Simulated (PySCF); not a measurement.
## Correlation energy of C (carbon, neutral)

[He] 2s1 2p3, high-spin 5S determinant (an excited configuration). All numbers are calculated (PySCF 2.14, the non-relativistic Hamiltonian (point nucleus), in def2-TZVPPD (6s3p3d1f, 37 functions)). Frozen: 1s2; 4 electrons correlated.

MP2 pair energies summed by pair of shells (mhartree):

```tsv
pair	energy	share (%)
2p-2p	-21.29	80.3
2s-2p	-5.24	19.7
```

Total MP2 correlation energy: -26.53 mhartree.

Same-spin part -26.53 and opposite-spin part 0.00 mhartree; SCS-MP2 scales them by 1/3 and 6/5 to -8.84 mhartree.
